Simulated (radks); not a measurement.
Task: Tb22+, 43 electrons, occupied as [Kr] 4d7. All-electron calculation, Dirac Kohn-Sham, PBE, spin-unpolarised, spherical densities, point nucleus; open shells fill j = l - 1/2 first. Program: a radial shooting solver on a logarithmic mesh with Libxc functionals. Some entries of the table are withheld. Estimate them.

orbital,occ.,eigenvalue (eV),<1/r> (bohr^-1),<r^2> (bohr^2)
1s1/2,2,-52444.84,73.13,0.0006315
2s1/2,2,(1),17.48,0.009828
2p1/2,2,-8796.958,17.45,0.007126
2p3/2,4,-8050.526,15.35,0.008356
3s1/2,2,-2540.025,6.401,(2)
3p1/2,2,-2355.023,6.315,(3)
3p3/2,4,-2199.685,5.785,(4)
3d3/2,4,-1882.412,5.660,0.05328
3d5/2,6,-1848.503,5.529,0.05517
4s1/2,2,-961.2626,2.841,0.2955
4p1/2,2,-886.4261,2.757,(5)
4p3/2,4,-845.7109,2.587,(6)
4d3/2,4,-721.4893,2.439,0.3386
4d5/2,3,-713.2454,2.399,0.3467
5s1/2,0,-490.0987,1.497,1.003
5p1/2,0,-458.2824,1.448,1.059
5p3/2,0,-443.8879,1.385,1.128

Result: 
(1) 2s1/2 eigenvalue (eV): -9224.708
(2) 3s1/2 <r^2> (bohr^2): 0.06490
(3) 3p1/2 <r^2> (bohr^2): 0.06031
(4) 3p3/2 <r^2> (bohr^2): 0.06714
(5) 4p1/2 <r^2> (bohr^2): 0.3021
(6) 4p3/2 <r^2> (bohr^2): 0.3286
